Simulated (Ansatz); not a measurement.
Ansatz (a first-principles code) input for WF₄, SMILES [F][W]([F])([F])[F] (connectivity only; charge and spin as stated), neutral, multiplicity 3, PBE0/def2-SVPD. Coordinates come from a B3LYP-D3(BJ)/def2-SVP optimisation. A frequency run showed that this geometry is not a minimum. The spin state was assumed, not searched. The def2 effective core potentials stand for the cores of W; spin–orbit coupling is left out.

Ansatz 0.2 input:
```yaml
crystal:
  periodic: [false, false, false]
  atoms:
    - {symbol: W, position_ang: [0.00000000, 0.00000000, 0.00000000]}
    - {symbol: F, position_ang: [-1.23411799, 1.36522189, 0.35219975]}
    - {symbol: F, position_ang: [1.23411799, -1.36522189, 0.35219975]}
    - {symbol: F, position_ang: [1.23411794, 1.36522193, -0.35219975]}
    - {symbol: F, position_ang: [-1.23411794, -1.36522193, -0.35219975]}
basis:
  gaussian:
    orbitals: def2-SVPD
hamiltonian:
  xc: {name: PBE0}
magnetization: {spin_polarized: true, initial_magnetization: 2}
```

Log of the run:

```
WARN ansatz: RAYON_NUM_THREADS=1 ignored (pool sized by the plan → 1); use --threads N
Functional definition: PBE0
integrals: 0.05 GiB planned
1096 factors; their error is unknown
mean field: 0.67 GiB planned
mean field evaluation 1: about -12670.3504 eV, gradient 4.9e1 eV
mean field evaluation 2: about -12613.1006 eV, gradient 1.4e2 eV
mean field evaluation 4: about -12678.4642 eV, gradient 2.8e0 eV
mean field evaluation 8: about -12678.5023 eV, gradient 2.4e-2 eV
mean field evaluation 16: about -12678.6343 eV, gradient 1.0e-4 eV
mean field -12678.63432150 eV, -465.9312174282 hartree, gradient 1.0e-5 eV, S^2 2.004353; 2 other end points of the search recorded, 0 dependent functions left out
reference -12678.63435627 eV, -465.9312187057 hartree; 26, 24 occupied and 101, 103 virtual orbitals, 1096 factors
Total energy: -12678.63435627 eV, -465.9312187057 hartree
```

The calculation finished and met its thresholds.

Cost: about 12 core-seconds (a rough figure).
